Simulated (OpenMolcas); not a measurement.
**Al+: RASPT2 settings compared**

```
Program             : OpenMolcas 26.06
Basis               : ANO-R2 [5s5p3d1f]
Scalar Hamiltonian  : X2C, finite nucleus
Active space        : 2 electrons in 9 orbitals (RAS2 3s 3p; RAS3 3d, at most 2 electrons)
State averaging     : 2S+1 = 3 even, 3 roots (0 in the spin-orbit step); 2S+1 = 1 even, 1 root kept (CI in the orbitals of an earlier block); 2S+1 = 3 odd, 3 roots; 2S+1 = 1 odd, 3 roots kept (CI in the orbitals of an earlier block)
Spin-orbit coupling : RASSI with atomic mean-field integrals over the reference wave functions, term energies averaged over their components
```

Methods on the same reference wave functions:
A. RASSCF
B. SS-RASPT2, IPEA 0.15 Eh, sigma1 regulariser 0.2 Eh (closed shells correlated: 2s 2p)
C. SS-RASPT2, IPEA 0.35 Eh, sigma2 regulariser 0.3 Eh (closed shells correlated: 2s 2p)
D. SS-RASPT2, IPEA 0.2 Eh, imaginary shift 0.15 Eh (closed shells correlated: 2s 2p)

Energies in cm⁻¹ above 3s² ¹S₀, the measured ground level; measured values from NIST Handbook of Basic Atomic Spectroscopic Data.

```tsv
Level	A	B	C	D	Measured
3s² ¹S₀	0.0	0.0	0.0	0.0	0.0
3s 3p ³P°₀	35276	36560	36560	36560	37393
3s 3p ³P°₁	35328	36612	36612	36611	37454
3s 3p ³P°₂	35431	36715	36715	36715	37578
3s 3p ¹P°₁	61147	59413	59572	59428	59852
```

Deviations, from unrounded energies. A percentage is the sum of absolute deviations over the sum of measured energies, with the sign that they share, or ± where signs differ.

```json
{"Against measurement": "mean absolute deviation (cm-1)", "Levels": "4", "A": "1900", "B": "740", "C": "700", "D": "740"}
{"Against measurement": "other configurations (%)", "Levels": "4", "A": "±4.5", "B": "-1.7", "C": "-1.6", "D": "-1.7"}
```

B, C, D lie about equally close to measurement and A furthest from it. The largest miss of C in the table is 3s 3p ³P°₂, by -860 cm-1. The ranking rests on the paired levels alone, and a cruder setting can come out closer through cancelling errors.

Among B to D the level of the table that moves most is 3s 3p ¹P°₁, by 160 cm-1 (lowest in B, highest in C).

The lowest spin-free term lies below A's lowest term by 0.212 hartree in B, 0.212 hartree in C, 0.212 hartree in D.

Terms from blocks run as CI alone lack orbitals of their own. Active for correlation alone: 3d; no level in the range computed is led by a configuration that fills it, so any true level of that kind is missing. Without dynamic correlation excited terms often stand tens of per cent too high (terms of higher spin than the ground term too low), and those without a measured partner can miss by more than the paired ones (holds for A). Computed and measured levels are paired by configuration, term and J; levels that our copy of the source lacks, or whose pairing is in doubt (as where it misses far off the trend of its configuration), stay unpaired and out of the deviations. Levels of configurations outside the active space are missing.

° marks odd parity.
